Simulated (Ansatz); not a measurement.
## Worked example: the barrier

An elementary step of TiH2Cl4O2, singlet (TiH₂Cl₄O₂ ([Cl][Ti]1([Cl])([Cl])([Cl])[OH][OH]1) → TiHCl₃O₂ ([Cl][Ti]1([Cl])([Cl])[O][OH]1) + HCl; bonds formed: Cl2–H6; dative contacts that become bonds: Ti1–O7; bonds broken: Ti1–Cl2, H6–O7). “Start” is the structure reached by relaxing down from the saddle towards the reactants; PBE0-D4/def2-TZVP structures. The saddle:

```xyz
9
angstrom
Ti -0.3307 0.0842 -0.6567
Cl 2.2579 -0.4285 -0.4255
Cl -0.5297 -1.5185 -2.1034
Cl -2.4464 0.4275 -0.1345
Cl 0.1906 1.9512 -1.6512
H 1.3293 -0.8909 0.6088
O 0.1051 -0.8457 1.0802
O 0.1313 0.5532 1.4017
H -0.7074 0.6677 1.8804
```

Computed with Ansatz 0.2.0 (basis: def2-TZVPP and def2-QZVPP); correlated methods freeze the cores.

Energies in eV:

| quantity | saddle | start |
| --- | --- | --- |
| Hartree–Fock, triple zeta (X = 3) | -77212.65648 | -77213.49329 |
| Hartree–Fock, quadruple zeta (X = 4) | -77214.63028 | -77215.47271 |
| MP2 correlation, X = 3 | -46.95369 | -46.57535 |
| MP2 correlation, X = 4 | -51.13175 | -50.76225 |
| CCSD(T) correlation, X = 3 | -50.63727 | -50.27846 |

(1) Work out the barrier at the basis limit: extrapolate Hartree–Fock as E(X) = E∞ + A exp(−7.88 √X) and the MP2 correlation as E(X) = E∞ + B X^−2.97 (the exponents that Neese and Valeev fitted for def2-TZVPP and QZVPP), then add CCSD(T) − MP2 in triple zeta.

No T1 diagnostic of these runs exceeds 0.025.

## Answers

(1) Each step is linear, so take the differences first (saddle − start): Hartree–Fock 0.83681 (X = 3) and 0.84243 (X = 4); MP2 correlation -0.37834 and -0.36950; CCSD(T) correlation -0.35881.
Two points give E∞ = E(4) + w [E(4) − E(3)], with w = 1/(exp(7.88 (2 − √3)) − 1) = 0.1377 for Hartree–Fock and w = 1/((4/3)^2.97 − 1) = 0.7407 for the correlation.
Hartree–Fock: 0.84243 + 0.1377 × 0.00562 = 0.8432 eV.
MP2 correlation: -0.36950 + 0.7407 × 0.00884 = -0.3630 eV.
CCSD(T) − MP2: -0.35881 − (-0.37834) = 0.0195 eV.
Sum: 0.8432 + (-0.3630) + 0.0195 = 0.4997 eV, or 11.52 kcal/mol. Plain CCSD(T) in triple zeta gives 0.4780 eV, so the larger basis shifts the result by 0.0217 eV.

Labels in which every atom is bracketed show which atoms are joined, not bond orders.

For scale, one of the runs: CCSD(T)/def2-TZVPP, 322 basis functions, launched by `ansatz run in.yaml --threads 4 --pin off --events-out ev --progress --plain --max-ram 46080MiB --backend cuda --devices 0, --max-vram 37GiB`. The run took 15 s on 4 CPU threads of an AMD EPYC 7R13 and a share of one NVIDIA H100 (shared host), with 0.86 GiB of host memory at its peak.
